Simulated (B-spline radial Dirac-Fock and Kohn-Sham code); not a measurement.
## K-shell conversion coefficients of P against transition energy

Model: a Dirac-Hartree-Slater potential of the neutral atom with a Latter tail (no hole, which puts coefficients of high multipoles low close above an edge), finite nucleus with surface currents. Program: an atomic code on a B-spline grid. Subshells within 1 keV of threshold and pair formation are left out.

```tsv
energy (keV)	E1	E2	E5	M2	M4	M5
10.4	11.4	871	2.06e+08	189	983000	7.05e+07
12.4	6.76	462	7.84e+07	95.9	387000	2.46e+07
20	1.59	77.3	4.71e+06	15.5	29300	1.28e+06
24.4	0.861	35.9	1.38e+06	7.36	9900	366000
26.6	0.659	25.7	803000	5.34	6190	212000
39.2	0.196	5.58	67600	1.29	752	18400
50	0.0907	2.11	13900	0.535	203	3990
55.9	0.0636	1.35	6710	0.360	112	1990
69.2	0.0322	0.572	1660	0.170	36.0	529
77.8	0.0222	0.356	768	0.113	19.5	258
91.2	0.0133	0.188	271	0.0653	8.50	97.9
100	0.00994	0.129	148	0.0477	5.29	56.1
155	0.00246	0.0222	8.60	0.0111	0.581	4.23
167	0.00195	0.0165	5.34	0.00871	0.403	2.75
200	0.00111	0.00809	1.70	0.00489	0.169	0.993
213	0.000912	0.00633	1.15	0.00401	0.125	0.699
454	0.000101	0.000386	0.0134	0.000423	0.00434	0.0138
473	9.04e-05	0.000336	0.0107	0.000377	0.00367	0.0114
500	7.82e-05	0.000279	0.00799	0.000323	0.00293	0.00876
507	7.55e-05	0.000267	0.00743	0.000311	0.00277	0.00821
693	3.53e-05	0.000101	0.00158	0.000136	0.000832	0.00204
900	2.01e-05	4.87e-05	0.000496	7.10e-05	0.000329	0.000699
1000	1.63e-05	3.72e-05	0.000324	5.52e-05	0.000231	0.000466
1190	1.18e-05	2.46e-05	0.000167	3.70e-05	0.000132	0.000246
1280	1.04e-05	2.08e-05	0.000129	3.14e-05	0.000106	0.000191
1780	6.10e-06	1.06e-05	4.48e-05	1.56e-05	4.10e-05	6.53e-05
1820	5.90e-06	1.01e-05	4.19e-05	1.49e-05	3.86e-05	6.10e-05
2000	5.14e-06	8.52e-06	3.20e-05	1.24e-05	3.01e-05	4.61e-05
2100	4.79e-06	7.80e-06	2.80e-05	1.13e-05	2.66e-05	4.00e-05
```

Question: How fast do they fall between 1820 and 2100 keV?

Answer: As powers of the energy: E1 E^-1.45, E2 E^-1.84, E5 E^-2.82, M2 E^-1.97, M4 E^-2.62, M5 E^-2.94. Within one type (E or M) the higher multipoles fall faster.

Values without a named source are computed, but for edge energies of neutral atoms, which are taken from tables.
